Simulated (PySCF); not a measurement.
Unrelated species, one level of theory. Theory: PySCF 2.14.0, density-fitted response routines, TDDFT CAM-B3LYP/def2-SVPD, vertical, gas phase, core orbitals frozen in the response. Geometries: PBE0-D3(BJ)/def2-SVP; one conformer of each isolated species. Triplets are in the Tamm–Dancoff approximation. Atoms past krypton carry core potentials; spin–orbit coupling is left out.

**Question.** Rank by computed lowest singlet excitation energy, highest first.
A. `[GeH3][OH]`
B. `F[SiH]1N[SiH2]N[SiH2]N1`
C. `S[SiH2]N`
D. `[InH3]`

**Answer.** A (6.79 eV), B (6.55 eV), C (6.16 eV), D (4.87 eV).

```csv
SMILES,S1 (eV),first f ≥ 0.01 (nm),f (S1),LUMO (eV),gap (eV),S1 mainly
[H][Ge]([H])([H])[OH],6.79,159,0.008,0.60,10.55,H→L (93%)
F[SiH]1N[SiH2]N[SiH2]N1,6.55,167,0.007,0.86,9.82,H→L (67%)
N[SiH2]S,6.16,201,0.013,0.92,9.57,H→L (37%)
[H][In]([H])[H],4.87,166,0.000,-1.10,8.43,H-1/H→L (99%)
```

H and L stand for HOMO and LUMO. A slash joins orbitals within 0.01 eV of each other, whose weights are summed (≥ marks a lower bound).

- `[H][Ge]([H])([H])[OH]`: Löwdin shares by element: HOMO oxygen 54%, hydrogen 23% or more, germanium 20%; LUMO germanium 38%, oxygen 27%, hydrogen 21% or more.
- `F[SiH]1N[SiH2]N[SiH2]N1`: Löwdin shares by element: HOMO nitrogen 30% or more, silicon 22% or more, hydrogen 9% or more (atoms not listed hold the other 38%); LUMO silicon 46% or more, hydrogen 13% or more, nitrogen 9% or more (atoms not listed hold the other 32%).
- `N[SiH2]S`: Löwdin shares by element: HOMO sulfur 65%, nitrogen 12%, silicon 10%, hydrogen 5% or more; LUMO silicon 31%, sulfur 23%, nitrogen 11%, hydrogen 11% or more (atoms not listed hold the other 24%).
- `[H][In]([H])[H]`: Löwdin shares by element: HOMO (one of a set within 0.03 eV) hydrogen 53% or more, indium 43%; LUMO indium 77%, hydrogen 23%.
